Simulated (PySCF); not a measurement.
**Cost of excited-state runs on `InChI=1S/C7H4BrFO/c8-7(10)5-2-1-3-6(9)4-5/h1-4H`**

Bonds (- single, = double, # triple, : aromatic): O1=C2 1.185 Å, C2-Br3 1.972 Å, C2-C4 1.463 Å, C4:C5 1.400 Å, C5:C6 1.381 Å, C6:C7 1.385 Å, C7:C8 1.385 Å, C8-F9 1.342 Å, C8:C10 1.381 Å, C10:C4 1.392 Å. C5 carries H11; C6 carries H12; C7 carries H13; C10 carries H14.

PySCF with density fitting, on 1 thread of an Arm Neoverse V1, shared host. Command: `OMP_NUM_THREADS=1 python excited_run.py task.json out`

(1) How long does each of these runs take, and how much memory?
- magnetisability and related constants, B3LYP/pcSseg-1; usual settings
- magnetisability and related constants, BHandHLYP/STO-3G; SCF tolerance 1e-07 Eh

Answers

(1) 
```csv
run,level,basis functions,wall time,peak memory (GiB)
magnetisability and related constants,B3LYP/pcSseg-1,214,55 s,1
magnetisability and related constants,BHandHLYP/STO-3G,67,14 s,0.71
```
Times from a shared host are rough.
